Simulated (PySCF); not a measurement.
A structure optimised at PBE0-D3(BJ)/def2-SVP, used in a PySCF frequency run:

```xyz
8

Al    -0.1432    -0.1201     0.2999
Cl     1.8405    -0.6341    -0.1882
C     -0.9563    -0.7679     1.9363
H     -0.9778    -1.8703     1.9390
H     -1.9855    -0.4055     2.0801
H     -0.3576    -0.4573     2.8083
S     -1.1301     1.1547    -1.1674
H     -2.2855     1.2061    -0.4662
```

### Question
Write its SMILES and formula.

### Answer
[CH3][Al]([SH])[Cl], CH₄AlClS

### Question
What are its rotational constants (standard atomic weights)?

### Answer
3.7974, 2.2067, 1.4080 GHz
